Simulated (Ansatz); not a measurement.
Mulliken charges of ClGeH5O2Si (`[OH][Ge]([OH])([SiH3])[Cl]`) from ωB97M-V/def2-TZVPP in Ansatz (PBE0-D4/def2-TZVP geometry).

```
atom   x (Å)   y (Å)   z (Å)  charge (e)
  O1  -1.332   1.554   0.080      -0.407
 Ge2   0.003   0.495  -0.365       0.673
  O3   1.492   1.405  -0.054      -0.413
 Si4  -0.222  -1.572   0.791       0.076
 Cl5  -0.001   0.167  -2.512      -0.304
  H6  -1.175   2.468  -0.175       0.175
  H7   2.102   1.360  -0.795       0.178
  H8  -1.528  -2.168   0.424       0.010
  H9  -0.148  -1.313   2.249       0.007
 H10   0.893  -2.448   0.358       0.004
```

Task: By hand: the dipole of these point charges (1 e Å = 4.8032 D).

Result: Σ q r = (0.067, -0.417, 0.417) e Å, of length 0.594 e Å = 2.85 D.

Task: How does the dipole of the full density compare? (An estimate is asked.)

Result: Computed: (0.173, -0.129, 0.112) e Å, 1.17 D; the point charges give 2.44 times that, at 39° from its direction.

Point charges leave out the atoms' own dipoles, such as those of lone pairs, and Mulliken's split depends on the basis, so the two needn't agree.
